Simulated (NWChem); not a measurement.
System: C₃H₈Si; SMILES C=C(C)[SiH3]

All runs: NWChem. Pople sets run with spherical d functions. Geometry: optimised at PBE0/def2-SVP. Level r2SCAN/6-31G*: energy and gradient on several grids; changes count from the extra-fine grid, which is no exact limit either.

Q: Which is the coarsest grid (fine; xfine; coarse; xcoarse; medium) from which on the energy stays within 100 μHa and each gradient component within 200 μHa/bohr of xfine?

A: fine.
| grid | size of the energy change (μHa) | largest change of a gradient component (μHa/bohr) | time, medium = 1 (rough) |
|---|---|---|---|
| xcoarse | 3000 | 2000 | about 1 |
| coarse | 900 | 400 | about 1 |
| medium | 200 | 50 | about 1 |
| fine | 10 | < 30 | 2 |
| xfine | < 10 | < 30 | 2 |
